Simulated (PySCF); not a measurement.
H₅AlO₂Si, singlet, geometry from GFN2-xTB (such geometries of metal compounds can be far from the true shape).

Input for PySCF:
```python
from pyscf import gto, scf, tdscf

mol = gto.Mole()
mol.atom = '''
    Al   -0.46010280    0.87515919    0.82389595
    H    -1.80642321    0.83048671    1.47904428
    O     0.51334689    2.14579059    1.17867093
    H     1.06095500    2.88703990    1.39436955
    O    -0.10663246   -0.39856938   -0.20846118
    Si    0.19079843   -1.65189282   -1.20913942
    H    -0.69386979   -2.74326154   -0.79733431
    H     1.60199928   -2.01000317   -1.05268938
    H    -0.10621818   -1.19260158   -2.56776340
'''
mol.basis = '6-31g'
mol.verbose = 3
mol.build()

mf = scf.RHF(mol)
mf.kernel()
td = mf.TDHF()
td.nstates = 5
td.kernel()
td.analyze()
```

**Question.** What does this run give for the HOMO-LUMO gap, excitation energies found, nuclear repulsion energy, dipole moment, number of basis functions?

**Answer.** 
The HOMO-LUMO gap comes out as 14.53 eV, the excitation energies found comes out as 8.81, 8.84, 8.96, 9.38, 9.42 eV and the nuclear repulsion energy is 204.9410 Eh. The dipole moment is 1.02 D and the number of basis functions is 54.
